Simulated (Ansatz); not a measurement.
`C=C=C([SiH3])[SiH3]` + `[OH][GeH]` → `[SiH3][O][GeH]` + `C=C=C[SiH3]` at 600 K and 1 bar (ligand exchange at the Si–C bond).

Program: Ansatz. Geometries: PBE0-D4/def2-TZVP. ΔE: electronic, gas phase. CCSD(T)/CBS adds triple-zeta CCSD(T) − MP2 to the extrapolated MP2 energy (def2 sets, frozen cores). For Ge outer-core shells are correlated without core-valence functions, which leaves a few kJ/mol of doubt a bond. Scalar relativity is left out up to krypton.

```
              species  CCSD(T)/CBS energy (Eh)  H − E (kJ/mol)  S (J/(mol·K))
`C=C=C([SiH3])[SiH3]`               -697.06561           302.0          484.6
          `[OH][GeH]`              -2152.47759            79.9          292.6
     `[SiH3][O][GeH]`              -2442.79250           139.4          385.9
        `C=C=C[SiH3]`               -406.77843           240.6          395.0
```

H − E and S are ideal-gas, rigid-rotor, harmonic terms from PBE0-D4/def2-TZVP. 1 Eh = 2625.50 kJ/mol, R = 8.31446 J/(mol·K).

Task: By hand: ΔE, ΔH, ΔS and ΔG.

Result: ΔE = (-2442.79250) + (-406.77843) − (-697.06561) − (-2152.47759) = -0.02773 Eh = -72.8 kJ/mol. Δ(H − E) = 139.4 + 240.6 − 302.0 − 79.9 = -1.9, so ΔH = -74.7 kJ/mol. ΔS = 385.9 + 395.0 − 484.6 − 292.6 = 3.7 J/(mol·K). ΔG = -74.7 − 600 × (3.7)/1000 = -76.9 kJ/mol.

Task: By hand: the equilibrium constant, and the temperature at which ΔG would vanish if ΔH and ΔS stayed fixed.

Result: log₁₀ K = −ΔG/(RT ln 10) = 6.7. ΔH and −TΔS have one sign here, so there is no such temperature.

The number of gas molecules stays the same, so ΔS is small and ΔH decides. A doubt of 5 kJ/mol in ΔE shifts log₁₀ K by 0.4 here. Modes under 60 cm⁻¹, often nearly free rotors, make the harmonic entropy too high. These are equilibria of isolated gas molecules and say nothing of rates. Largest T1 diagnostic: 0.016 (customary marks: 0.02 for closed shells, 0.045 for open ones).

ΔS is within the doubt of such terms, so its sign, and with it that verdict, could turn.
